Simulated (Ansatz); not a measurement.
Steps of a relaxation of BClFH₄NSi (`NB[SiH](F)Cl`) with RKS PBE0-D4/def2-TZVP.

```sh
$ ansatz run in.yaml --threads 4 --pin off --events-out ev --progress --plain --max-ram 10444MiB
```

```yaml
crystal:
  periodic: [false, false, false]
  atoms:
    - {symbol: N, position_ang: [0.548250, -0.791758, -1.294161]}
    - {symbol: B, position_ang: [-0.201374, -0.865661, -0.122009]}
    - {symbol: Si, position_ang: [-0.175357, 0.784701, 1.026436]}
    - {symbol: F, position_ang: [0.869340, 1.837517, 0.294613]}
    - {symbol: Cl, position_ang: [-2.062901, 1.678270, 1.022009]}
    - {symbol: H, position_ang: [0.597520, -1.544443, -1.985058]}
    - {symbol: H, position_ang: [1.095586, 0.036115, -1.547382]}
    - {symbol: H, position_ang: [-0.835578, -1.872589, 0.125936]}
    - {symbol: H, position_ang: [0.253114, 0.691549, 2.462416]}
basis:
  gaussian: {orbitals: def2-TZVP}
hamiltonian: {xc: pbe0, dispersion: d4}
relax: {f_tol: 0.005, max_steps: 150}
```

Positions (Å) and forces (eV/Å) along the path, 9 of 9 steps:

```xyz
9
step=1 energy=-25342.8917 eV
N     0.548   -0.792   -1.294    0.116    0.020   -0.161
B    -0.201   -0.866   -0.122    0.048   -0.267   -0.337
Si   -0.175    0.785    1.026    0.378    0.897   -0.314
F     0.869    1.838    0.295   -0.817   -0.761    0.602
Cl   -2.063    1.678    1.022    0.537   -0.223    0.015
H     0.598   -1.544   -1.985   -0.031    0.498    0.461
H     1.096    0.036   -1.547   -0.373   -0.577    0.154
H    -0.836   -1.873    0.126    0.246    0.377   -0.083
H     0.253    0.692    2.462   -0.103    0.037   -0.337
9
step=2 energy=-25342.9412 eV
N     0.550   -0.800   -1.296    0.000    0.031   -0.035
B    -0.200   -0.859   -0.132    0.063   -0.095   -0.082
Si   -0.176    0.784    1.021    0.422    0.639   -0.267
F     0.850    1.853    0.324   -0.486   -0.546    0.338
Cl   -2.033    1.674    1.030    0.034   -0.040   -0.005
H     0.597   -1.551   -1.971   -0.011    0.118    0.116
H     1.085    0.018   -1.560   -0.080   -0.162    0.035
H    -0.822   -1.854    0.122    0.060    0.107   -0.021
H     0.239    0.689    2.445   -0.002   -0.053   -0.080
9
step=3 energy=-25342.9540 eV
N     0.543   -0.796   -1.300    0.037   -0.005    0.062
B    -0.187   -0.850   -0.128   -0.094    0.058   -0.004
Si   -0.183    0.798    1.016    0.203   -0.013   -0.093
F     0.839    1.842    0.338   -0.064    0.003    0.039
Cl   -2.039    1.674    1.024   -0.050    0.022    0.014
H     0.586   -1.550   -1.964    0.007   -0.071   -0.046
H     1.094    0.004   -1.562    0.016    0.061   -0.049
H    -0.808   -1.836    0.132   -0.023   -0.061    0.013
H     0.244    0.666    2.427   -0.032    0.007    0.064
9
step=4 energy=-25342.9562 eV
N     0.551   -0.804   -1.299   -0.018    0.052   -0.013
B    -0.197   -0.843   -0.138    0.034   -0.003    0.033
Si   -0.176    0.800    1.015   -0.002   -0.037   -0.020
F     0.841    1.852    0.351    0.020    0.050   -0.015
Cl   -2.035    1.675    1.031   -0.034    0.023    0.009
H     0.603   -1.567   -1.954   -0.010   -0.014   -0.016
H     1.076    0.009   -1.584    0.028   -0.033    0.001
H    -0.812   -1.832    0.130   -0.012   -0.019    0.010
H     0.237    0.664    2.432   -0.008   -0.019    0.011
9
step=5 energy=-25342.9571 eV
N     0.549   -0.805   -1.303    0.009    0.033    0.004
B    -0.193   -0.843   -0.138    0.018   -0.004   -0.003
Si   -0.175    0.802    1.014   -0.007    0.009    0.011
F     0.836    1.863    0.353    0.007    0.009   -0.005
Cl   -2.038    1.674    1.035   -0.007   -0.005   -0.003
H     0.593   -1.567   -1.961    0.000    0.001    0.007
H     1.091   -0.001   -1.582   -0.011   -0.032   -0.012
H    -0.810   -1.832    0.131   -0.010    0.005    0.004
H     0.235    0.663    2.432    0.001   -0.017   -0.002
9
step=6 energy=-25342.9574 eV
N     0.549   -0.806   -1.305    0.006    0.017    0.012
B    -0.190   -0.840   -0.138    0.007    0.003   -0.014
Si   -0.174    0.804    1.014   -0.010    0.000    0.009
F     0.835    1.870    0.358    0.005    0.006   -0.002
Cl   -2.040    1.672    1.036    0.003   -0.007   -0.001
H     0.591   -1.571   -1.960   -0.002   -0.001    0.004
H     1.094   -0.006   -1.587   -0.004   -0.015   -0.012
H    -0.810   -1.827    0.133   -0.005    0.003    0.005
H     0.234    0.657    2.432    0.000   -0.005   -0.001
9
step=7 energy=-25342.9576 eV
N     0.551   -0.810   -1.309   -0.004    0.000    0.014
B    -0.187   -0.833   -0.141    0.003    0.002   -0.017
Si   -0.173    0.809    1.014   -0.009   -0.007    0.005
F     0.833    1.884    0.369    0.002    0.001    0.002
Cl   -2.043    1.667    1.038    0.005   -0.004   -0.001
H     0.588   -1.581   -1.957   -0.003   -0.002    0.003
H     1.098   -0.015   -1.600    0.004    0.004   -0.006
H    -0.811   -1.816    0.136   -0.001    0.001    0.002
H     0.232    0.649    2.432    0.002    0.005   -0.002
9
step=8 energy=-25342.9577 eV
N     0.552   -0.811   -1.310   -0.002    0.001    0.007
B    -0.186   -0.831   -0.142    0.002    0.000   -0.007
Si   -0.173    0.809    1.015   -0.001   -0.003    0.001
F     0.832    1.886    0.373    0.001    0.000    0.001
Cl   -2.044    1.665    1.039    0.001   -0.001    0.000
H     0.587   -1.583   -1.956   -0.002   -0.001    0.002
H     1.100   -0.017   -1.604    0.002    0.002   -0.002
H    -0.811   -1.813    0.136    0.000    0.000    0.000
H     0.232    0.648    2.432    0.000    0.002   -0.001
9
step=9 energy=-25342.9577 eV
N     0.552   -0.811   -1.310    0.000    0.001    0.001
B    -0.186   -0.831   -0.142    0.001    0.000   -0.002
Si   -0.173    0.809    1.015   -0.002    0.001   -0.003
F     0.832    1.887    0.372    0.000    0.000    0.000
Cl   -2.044    1.664    1.040    0.000    0.000    0.000
H     0.586   -1.583   -1.956    0.000    0.000    0.000
H     1.101   -0.018   -1.604    0.000    0.000    0.000
H    -0.813   -1.812    0.135   -0.001   -0.001    0.002
H     0.233    0.649    2.432    0.001   -0.001    0.004
```

It took 47 s on 4 threads of an Arm Neoverse N1 on a shared host, with 0.48 GiB of host memory at the peak.
